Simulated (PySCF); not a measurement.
Match each property card to its molecule.

Structures:
1. `NCCCF`
2. `C=CC(=C)/C=C/C=N/C`
3. `CCc1cccc(O)c1`
4. `C=C=CC#CC(F)(F)F`

Card P (geometry PBE0-D3(BJ)/def2-SVP):
- Rotational constants A, B, C: 2.978, 1.151, 0.891 GHz
- Static isotropic polarisability (CAM-B3LYP/def2-SVPD): 98.2 au
- Dipole moment (CAM-B3LYP/def2-SVPD): 1.02 D
- Strongest line among the 10 lowest singlet transitions (TDDFT CAM-B3LYP/def2-SVPD): S6 at 6.82 eV (182 nm, f = 0.551)
- Isotropic shieldings of nuclei other than C and H, by class (GIAO PBE0/pcSseg-1): 211 (1 O) ppm
- Lowest triplet excitation (Tamm–Dancoff) (TDA CAM-B3LYP/def2-SVPD): 4.00 eV

Card Q (geometry PBE0-D3(BJ)/def2-SVP):
- Rotational constants A, B, C: 4.248, 0.618, 0.598 GHz
- Static isotropic polarisability (CAM-B3LYP/def2-SVPD): 81.1 au
- Dipole moment (CAM-B3LYP/def2-SVPD): 3.87 D
- 13C chemical shifts (computed TMS as zero) by class (GIAO PBE0/pcSseg-1): 235.8 (1 C), 120.0 (1 C), 87.6 (1 C), 83.5 (1 C), 83.2 (1 C), 78.1 (1 C) ppm
- Largest of the computed one-bond spin–spin couplings (means over like bonds) (B3LYP/pcJ-1, spin–dipole term left out for some pairs): 19F–13C -323.5 (×3), 13C–1H +183.9, 13C–1H +183.3 (×2) Hz
- Lowest triplet excitation (Tamm–Dancoff) (TDA CAM-B3LYP/def2-SVPD): 3.61 eV
- Isotropic shieldings of nuclei other than C and H, by class (GIAO PBE0/pcSseg-1): 240 (3 F) ppm

Card R (geometry PBE0-D3(BJ)/def2-SVP):
* Rotational constants A, B, C: 3.709, 0.672, 0.577 GHz
* Static isotropic polarisability (CAM-B3LYP/def2-SVPD): 122.9 au
* HOMO energy (CAM-B3LYP/def2-SVPD): -7.69 eV
* Lowest singlet excitation (TDDFT CAM-B3LYP/def2-SVPD): 4.52 eV (275 nm, f = 0.001)
* Point group: C1
* Strongest line among the 6 lowest singlet transitions (TDDFT CAM-B3LYP/def2-SVPD): S2 at 4.82 eV (257 nm, f = 0.748)

Card S (geometry PBE0-D3(BJ)/def2-SVP):
- Rotational constants A, B, C: 8.965, 2.963, 2.769 GHz
- Static isotropic polarisability (B3LYP/def2-SVPD): 49.5 au
- Lowest singlet excitation (TDDFT B3LYP/def2-SVPD): 6.08 eV (204 nm, f = 0.011)
- Strongest line among the 6 lowest singlet transitions (TDDFT B3LYP/def2-SVPD): S3 at 7.21 eV (172 nm, f = 0.051)
- Point group: C1

Species are written as SMILES; each is one conformer at its optimised geometry, gas phase, non-relativistic unless stated; the electronic structure was computed with PySCF and density fitting. NMR classes are plain means over equivalent atoms (diastereotopic ones count apart unless rotation or inversion swaps them), as if these changed places fast.

Question: Which card belongs to which structure?

Answer: P = 3, Q = 4, R = 2, S = 1. What ties each card to its structure:
- 1 (card S), C3H8FN, monoisotopic mass 77.1 u, 5 heavy atoms: an asymmetric top with C = 2.769 GHz, the highest such constant on the cards; polarisability 49.5 au for 42 electrons.
- 2 (card R), C8H11N, monoisotopic mass 121.1 u, 9 heavy atoms: an asymmetric top with C = 0.577 GHz, the lowest such constant on the cards; polarisability 122.9 au for 66 electrons.
- 3 (card P), C8H10O, monoisotopic mass 122.1 u, 9 heavy atoms: an asymmetric top with C = 0.891 GHz; polarisability 98.2 au for 66 electrons; dipole 1.02 D.
- 4 (card Q), C6H3F3, monoisotopic mass 132.0 u, 9 heavy atoms: 6 C in 6 classes; the least shielded carbon (235.8 ppm) is a central carbon of cumulated double bonds; an asymmetric top with C = 0.598 GHz; polarisability 81.1 au for 66 electrons; dipole 3.87 D.
